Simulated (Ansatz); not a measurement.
```yaml
atoms:
  - { symbol: C, position_ang: [-0.0039, -0.0039, -0.4502] }
  - { symbol: C, position_ang: [-0.0040, 1.2240, 0.1890] }
  - { symbol: C, position_ang: [0.0078, -1.2359, 0.1975] }
  - { symbol: H, position_ang: [-0.0090, 0.0014, -1.5347] }
  - { symbol: H, position_ang: [0.0052, 2.1562, -0.3723] }
  - { symbol: H, position_ang: [-0.0003, 1.2891, 1.2912] }
  - { symbol: H, position_ang: [0.0015, -2.1548, -0.3723] }
  - { symbol: H, position_ang: [-0.0096, -1.2967, 1.2860] }
```

Basis set: cc-pVDZ (spherical functions). Correlated methods keep 3 orbitals frozen. Charge 0, multiplicity 2.

Computed with Ansatz (development build ahead of 0.2.0); each method stands on the lowest determinant of its kind that the runs found.

**Question.** Give the atomization energy at this shape (free ground-state atoms in the same class of orbitals less the molecule, no zero-point energy) of doublet C₃H₅ by UHF-MP2, UHF.

**Answer.**

```csv
method,atomization energy
UHF-MP2,2985.8 kJ/mol
UHF,2422.3 kJ/mol
```

Caution: the unrestricted determinant is spin contaminated.
